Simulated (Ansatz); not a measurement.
## Two structures, one formula

The two ends of one reaction step of SnH5SF, closed shell (PBE0-D4/def2-TZVP).

A:

```
8
angstrom
Sn -1.0869 -0.8686 0.0102
F 0.4891 -0.9478 1.1363
H -0.5448 -1.2545 -1.5510
H -2.0941 -2.0600 0.6949
H -1.6921 0.7064 0.1988
H 1.8232 0.5511 0.2283
S 1.7693 1.4524 -0.7694
H 1.3363 2.4208 0.0519
```

B:

Sn1  (-1.039, -0.122, -0.482)
F2  (1.930, -1.342, 1.063)
H3  (-0.658, -1.385, -1.548)
H4  (-1.387, -0.644, 1.096)
H5  (-2.277, 0.876, -1.095)
H6  (1.824, -0.497, 0.663)
S7  (0.994, 1.212, -0.394)
H8  (0.612, 1.901, 0.695)
(Å)

Program: Ansatz 0.2.0. Basis: def2-TZVPP. Cores are frozen in the correlated methods. Filled d shells of the heavier atoms are correlated. Core potentials replace the inner electrons of the atoms past krypton. The def2 sets are not built for correlating such inner shells, so the correlated values are less sure here. B3LYP uses VWN-RPA correlation.

(1) Which structure is lower at CCSD(T), and by how much? (An estimate is asked for; the value comes from the calculation.)

The T1 diagnostic stays at or below 0.013.

## Answers

(1) The calculation gives: B, by 17.9 kJ/mol (electronic energy, against the other). By their contacts, A is a complex of SnH₃F ([F][SnH3]) + H₂S and B is a complex of SnH₄S ([SH][SnH3]) + HF.

All methods give the same order:

| method | E(B) − E(A) (kJ/mol) |
| --- | --- |
| SPW92 | -32.0 |
| PBE-D4 | -22.7 |
| BLYP-D4 | -10.4 |
| r2SCAN-D4 | -14.8 |
| B97M-V | -1.9 |
| PBE0-D4 | -25.3 |
| B3LYP-D4 | -13.0 |
| r2SCAN0-D4 | -19.8 |
| BHLYP-D4 | -12.3 |
| CAM-B3LYP-D4 | -7.8 |
| wB97X-V | -9.2 |
| wB97M-V | -13.1 |
| B2PLYP | -13.2 |
| PBE-QIDH | -24.9 |
| RPA on PBE | -11.3 |
| HF | -0.8 |
| MP2 | -24.7 |
| CCSD | -15.6 |
| CCSD(T) | -17.9 |

Labels in which every atom is bracketed show which atoms are joined, not bond orders.

For scale, one of the runs: CCSD(T)/def2-TZVPP, 193 basis functions, launched by `ansatz run in.yaml --threads 4 --pin off --events-out ev --progress --plain --max-ram 9574MiB`. Hardware: 4 CPU threads of an Arm Neoverse V2, shared host. Wall time 64 s; peak host memory 2.4 GiB.
